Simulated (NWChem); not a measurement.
System: boron trifluoride (BF₃); SMILES FB(F)F

Here is an NWChem input.

```
start job
memory heap 200 mb stack 700 mb global 900 mb
geometry units angstroms noautosym nocenter noautoz
  F      1.254668    -0.378001     0.000000
  B      0.000000     0.000000     0.000000
  F     -0.954692    -0.897574     0.000000
  F     -0.299976     1.275575     0.000000
end
basis spherical
  * library pcsseg-1
end
dft
  xc slater vwn_5
  iterations 150
end
property
  shielding 2 1 2
end
task dft property
```

Parts of the log:

```
             Northwest Computational Chemistry Package (NWChem) 7.3.0
             --------------------------------------------------------

                             Geometry "geometry" -> ""
                             -------------------------

 Output coordinates in angstroms (scale by  1.889725989 to convert to a.u.)

  No.       Tag          Charge          X              Y              Z
 ---- ---------------- ---------- -------------- -------------- --------------
    1 F                    9.0000     1.25466800    -0.37800100     0.00000000
    2 B                    5.0000     0.00000000     0.00000000     0.00000000
    3 F                    9.0000    -0.95469200    -0.89757400     0.00000000
    4 F                    9.0000    -0.29997600     1.27557500     0.00000000

 Effective nuclear repulsion energy (a.u.)     111.1748161401

                              NWChem Property Module
                              ----------------------

  itol2e modified to match energy
  convergence criterion.

                                 NWChem DFT Module
                                 -----------------

 Summary of "ao basis" -> "ao basis" (spherical)
 ------------------------------------------------------------------------------
       Tag                 Description            Shells   Functions and Types
 ---------------- ------------------------------  ------  ---------------------
 F                          pcsseg-1                 7       17   3s3p1d
 B                          pcsseg-1                 7       17   3s3p1d

  itol2e modified to match energy
  convergence criterion.

            General Information
            -------------------
          SCF calculation type: DFT
          Wavefunction type:  closed shell.
          No. of atoms     :     4
          No. of electrons :    32
           Alpha electrons :    16
            Beta electrons :    16
          Charge           :     0
          Spin multiplicity:     1
          Use of symmetry is: off; symmetry adaption is: off
          Maximum number of iterations: 150
          AO basis - number of functions:    68
                     number of shells:    28
          Convergence on energy requested:  1.00D-07
          Convergence on density requested:  1.00D-05
          Convergence on gradient requested:  5.00D-04

              XC Information
              --------------
                        Slater Exchange Functional  1.000 local
                      VWN V Correlation Functional  1.000 local

             Grid Information
             ----------------
          Grid used for XC integration:  fine
          Radial quadrature: Mura-Knowles
          Angular quadrature: Lebedev.
          Tag              B.-S. Rad. Rad. Pts. Rad. Cut. Ang. Pts.
          ---              ---------- --------- --------- ---------
          F                   0.50       70           7.0       590
          B                   0.85       70           6.0       590
          Grid pruning is: on
          Number of quadrature shells:   280
          Spatial weights used:  Erf1

      Superposition of Atomic Density Guess
      -------------------------------------

 Sum of atomic energies:        -322.61937806

      Non-variational initial energy
      ------------------------------

 Total energy =    -323.512133
 1-e energy   =    -670.146639
 2-e energy   =     235.459690
 HOMO         =      -0.630950
 LUMO         =       0.101194

   convergence    iter        energy       DeltaE   RMS-Dens  Diis-err
 ---------------- ----- ----------------- --------- --------- ---------
 d= 0,ls=0.0,diis     1   -322.2419374834 -4.33D+02  1.50D-02  1.79D+00
 d= 0,ls=0.0,diis     2   -322.1205063497  1.21D-01  9.29D-03  3.37D+00
 d= 0,ls=0.0,diis     3   -322.3753374823 -2.55D-01  1.41D-03  1.22D-01
 d= 0,ls=0.0,diis     4   -322.3821910428 -6.85D-03  5.46D-04  5.74D-03
 d= 0,ls=0.0,diis     5   -322.3826809685 -4.90D-04  3.05D-05  3.12D-05
  Resetting Diis
 d= 0,ls=0.0,diis     6   -322.3826833584 -2.39D-06  1.83D-06  1.62D-07
 d= 0,ls=0.0,diis     7   -322.3826833712 -1.28D-08  4.91D-08  7.59D-11

         Total DFT energy =     -322.382683371205
      One electron energy =     -671.454898751957
           Coulomb energy =      271.228550603400
    Exchange-Corr. energy =      -33.331151362748
 Nuclear repulsion energy =      111.174816140101

 Numeric. integr. density =       32.000000053735

                       DFT Final Molecular Orbital Analysis
                       ------------------------------------

 Vector   14  Occ=2.000000D+00  E=-4.114543D-01
              MO Center= -6.1D-01, -2.0D-01,  6.0D-10, r^2= 1.7D+00
   Bfn.  Coefficient  Atom+Function         Bfn.  Coefficient  Atom+Function
  ----- ------------  ---------------      ----- ------------  ---------------
    43      0.397544  3 F  pz                46      0.368199  3 F  pz
    60     -0.276470  4 F  pz                63     -0.256062  4 F  pz
    40      0.220486  3 F  pz                57     -0.153335  4 F  pz
     9     -0.121076  1 F  pz                12     -0.112138  1 F  pz
     6     -0.067151  1 F  pz                31     -0.032727  2 B  d -1

 Vector   15  Occ=2.000000D+00  E=-4.114540D-01
              MO Center=  6.1D-01,  2.0D-01,  8.4D-10, r^2= 1.7D+00
   Bfn.  Coefficient  Atom+Function         Bfn.  Coefficient  Atom+Function
  ----- ------------  ---------------      ----- ------------  ---------------
     9      0.389142  1 F  pz                12      0.360418  1 F  pz
    60     -0.299425  4 F  pz                63     -0.277323  4 F  pz
     6      0.215826  1 F  pz                57     -0.166067  4 F  pz
    43     -0.089717  3 F  pz                46     -0.083094  3 F  pz
    40     -0.049759  3 F  pz                33     -0.032727  2 B  d  1

 Vector   16  Occ=2.000000D+00  E=-3.748551D-01
              MO Center=  5.8D-06,  1.6D-06, -9.5D-11, r^2= 2.2D+00
   Bfn.  Coefficient  Atom+Function         Bfn.  Coefficient  Atom+Function
  ----- ------------  ---------------      ----- ------------  ---------------
    58     -0.293492  4 F  px                 8      0.288683  1 F  py
    61     -0.265906  4 F  px                11      0.261549  1 F  py
    42     -0.219660  3 F  py                41      0.206519  3 F  px
    45     -0.199014  3 F  py                44      0.187108  3 F  px
    55     -0.161790  4 F  px                 5      0.159139  1 F  py

 Vector   17  Occ=0.000000D+00  E=-2.569124D-02
              MO Center=  1.4D-07,  1.4D-08,  1.2D-08, r^2= 1.8D+00
   Bfn.  Coefficient  Atom+Function         Bfn.  Coefficient  Atom+Function
  ----- ------------  ---------------      ----- ------------  ---------------
    26      0.601378  2 B  pz                29      0.476304  2 B  pz
    23      0.241032  2 B  pz                12     -0.237870  1 F  pz
    46     -0.237869  3 F  pz                63     -0.237869  4 F  pz
     9     -0.197549  1 F  pz                43     -0.197549  3 F  pz
    60     -0.197549  4 F  pz                 6     -0.109838  1 F  pz

[...]

          -----------------------------------------
          Chemical Shielding Tensors (GIAO, in ppm)
          -----------------------------------------

                                NWChem CPHF Module
                                ------------------

  scftype          =     RHF
  nclosed          =       16
  nopen            =        0
  variables        =      832
  # of vectors     =        3
  tolerance        = 0.10D-03
  level shift      = 0.00D+00
  max iterations   =       50
  max subspace     =       30

 SCF residual:    5.8935299960969441E-006

Iterative solution of linear equations
  No. of variables      832
  No. of equations        3
  Maximum subspace       30
        Iterations       50
       Convergence  1.0D-04

   iter   nsub   residual    time
   ----  ------  --------  ---------
     1      3    2.29D-06       8.2

      Atom:    1  F
        Diamagnetic
    484.9791     -8.0673     -0.0000
     -8.0673    460.6326      0.0000
     -0.0000      0.0000    458.1073

        Paramagnetic
   -161.7107    -48.0402      0.0000
    -48.0402   -306.6931     -0.0000
      0.0000     -0.0000    -93.7484

        Total Shielding Tensor
    323.2684    -56.1074      0.0000
    -56.1074    153.9395      0.0000
      0.0000      0.0000    364.3589

           isotropic =     280.5223
          anisotropy =     125.7550

          Principal Components and Axis System
                 1           2           3
              364.3589    340.1722    137.0357

      1         0.0000      0.9575      0.2885
      2        -0.0000     -0.2885      0.9575
      3         1.0000     -0.0000     -0.0000

      Atom:    2  B
        Diamagnetic
    205.5346      0.0000     -0.0000
      0.0000    205.5346      0.0000
     -0.0000      0.0000    184.5033

        Paramagnetic
   -118.8389     -0.0000      0.0000
     -0.0000   -118.8389      0.0000
      0.0000      0.0000   -112.1877

        Total Shielding Tensor
     86.6957     -0.0000      0.0000
     -0.0000     86.6956      0.0000
      0.0000      0.0000     72.3156

           isotropic =      81.9023
          anisotropy =       7.1901

          Principal Components and Axis System
                 1           2           3
               86.6957     86.6956     72.3156

      1         0.9494      0.3141     -0.0000
      2        -0.3141      0.9494     -0.0000
      3         0.0000      0.0000      1.0000
```

Level: LDA (Slater exchange, VWN5)/pcSseg-1, GIAO. Geometry: optimised at PBE0/def2-SVP. Not confirmed as a minimum by frequencies. The printed shielding anisotropy is the first printed principal value minus the mean of the other two.
